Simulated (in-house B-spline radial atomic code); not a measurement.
Radial electron density of As³⁺, [Ar] 3d10 4s2. Computed with a radial B-spline atomic code at the basis-set limit: non-relativistic r2SCAN, spin-polarised, spherical fractional occupations, point nucleus.

Columns: r (bohr), 4πr²n(r) (electrons per bohr), bar.

```
 0.00197    1.059 #
  0.0024    1.527 #
 0.00292    2.184 ##
 0.00355    3.097 ###
 0.00432    4.359 ####
 0.00526    6.075 ######
  0.0064    8.342 ########
 0.00779    11.28 ##########
 0.00948    14.95 ##############
  0.0115    19.26 ##################
   0.014    24.24 #######################
  0.0171    29.55 ###########################
  0.0208    34.41 ################################
  0.0253    38.18 ###################################
  0.0308    40.09 #####################################
  0.0375    39.71 #####################################
  0.0457    37.31 ###################################
  0.0556    34.29 ################################
  0.0676    32.69 ##############################
  0.0823    34.33 ################################
     0.1    39.22 ####################################
   0.122    45.02 ##########################################
   0.148    47.35 ############################################
   0.181    43.38 ########################################
    0.22    34.77 ################################
   0.268    26.79 #########################
   0.326     24.6 #######################
   0.396    27.75 ##########################
   0.482    30.79 #############################
   0.587    28.65 ###########################
   0.714    21.54 ####################
    0.87    13.18 ############
    1.06    7.018 #######
    1.29    3.785 ####
    1.57    2.317 ##
    1.91    1.448 #
    2.32   0.7521 #
    2.83   0.2742 
    3.44   0.0661 
    4.19 0.009297 
    5.09 0.0007317 
     6.2 2.672e-05
```

On this grid the curve has 3 maxima, near 0.0308, 0.148, 0.482 bohr.

The 3d down radial function P(r) = rR(r), positive near the nucleus:

| r (bohr) | P |
| --- | --- |
| 0.014 | 0.001224 |
| 0.0208 | 0.003735 |
| 0.0308 | 0.01092 |
| 0.0457 | 0.03063 |
| 0.0676 | 0.07988 |
| 0.1 | 0.1905 |
| 0.148 | 0.4019 |
| 0.22 | 0.7256 |
| 0.326 | 1.062 |
| 0.482 | 1.214 |
| 0.714 | 1.036 |
| 1.06 | 0.6387 |
| 1.57 | 0.2674 |
| 2.32 | 0.06753 |
| 3.44 | 0.007683 |
